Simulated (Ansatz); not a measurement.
`[CH3][SnH2][SiH3]` + `B[SiH2]N[SiH3]` → `[SiH3][NH][SnH2][SiH3]` + `B[SiH2]C`  (redistribution)

Isolated molecules relaxed with PBE0-D4/def2-TZVP in Ansatz; ΔE leaves out vibrations. CBS: MP2 limit from def2 TZ/QZ plus the TZ coupled-cluster correction, frozen cores. DFT in def2-TZVPP. B3LYP here is the variant with VWN-RPA as its local correlation; programs differ in this. def2 core potentials past Kr. For Sn outer-core shells are correlated without core-valence functions, which leaves a few kJ/mol of doubt a bond. One conformer a species, not always the lowest.

```json
{"level": "PBE-D4", "ΔE (kJ/mol)": "31.1", "difference from CCSD(T)/CBS": "-2.2"}
{"level": "r2SCAN-D4", "ΔE (kJ/mol)": "33.4", "difference from CCSD(T)/CBS": "0.1"}
{"level": "PBE0-D4", "ΔE (kJ/mol)": "32.9", "difference from CCSD(T)/CBS": "-0.4"}
{"level": "B3LYP-D4", "ΔE (kJ/mol)": "33.7", "difference from CCSD(T)/CBS": "0.4"}
{"level": "ωB97X-V", "ΔE (kJ/mol)": "32.1", "difference from CCSD(T)/CBS": "-1.2"}
{"level": "ωB97M-V", "ΔE (kJ/mol)": "33.8", "difference from CCSD(T)/CBS": "0.5"}
{"level": "B2PLYP", "ΔE (kJ/mol)": "36.5", "difference from CCSD(T)/CBS": "3.2"}
{"level": "PBE", "ΔE (kJ/mol)": "33.6", "difference from CCSD(T)/CBS": "0.3"}
{"level": "r2SCAN", "ΔE (kJ/mol)": "34.1", "difference from CCSD(T)/CBS": "0.8"}
{"level": "PBE0", "ΔE (kJ/mol)": "35.2", "difference from CCSD(T)/CBS": "1.9"}
{"level": "B3LYP", "ΔE (kJ/mol)": "37.8", "difference from CCSD(T)/CBS": "4.5"}
{"level": "HF/def2-TZVPP", "ΔE (kJ/mol)": "39.4", "difference from CCSD(T)/CBS": "6.1"}
{"level": "MP2/def2-TZVPP", "ΔE (kJ/mol)": "36.6", "difference from CCSD(T)/CBS": "3.3"}
{"level": "SCS-MP2/def2-TZVPP", "ΔE (kJ/mol)": "36.1", "difference from CCSD(T)/CBS": "2.8"}
{"level": "CCSD/def2-TZVPP", "ΔE (kJ/mol)": "36.4", "difference from CCSD(T)/CBS": "3.1"}
{"level": "CCSD(T)/def2-TZVPP", "ΔE (kJ/mol)": "35.1", "difference from CCSD(T)/CBS": "1.8"}
{"level": "HF/def2-QZVPP", "ΔE (kJ/mol)": "39.1", "difference from CCSD(T)/CBS": "5.8"}
{"level": "MP2/def2-QZVPP", "ΔE (kJ/mol)": "35.5", "difference from CCSD(T)/CBS": "2.2"}
{"level": "SCS-MP2/def2-QZVPP", "ΔE (kJ/mol)": "35.1", "difference from CCSD(T)/CBS": "1.8"}
{"level": "HF/CBS(def2)", "ΔE (kJ/mol)": "39.1", "difference from CCSD(T)/CBS": "5.8"}
{"level": "MP2/CBS(def2)", "ΔE (kJ/mol)": "34.8", "difference from CCSD(T)/CBS": "1.5"}
{"level": "CCSD/CBS(def2)", "ΔE (kJ/mol)": "34.5", "difference from CCSD(T)/CBS": "1.2"}
{"level": "CCSD(T)/CBS", "ΔE (kJ/mol)": "33.3", "difference from CCSD(T)/CBS": "0"}
```

Largest T1 diagnostic among the species: 0.013.

The D4 term adds −4.1 kJ/mol with B3LYP and −2.3 kJ/mol with PBE0; it sums over pairs of atoms, weighted by their polarisabilities, and B3LYP, whose exchange is more repulsive, gets the larger term.
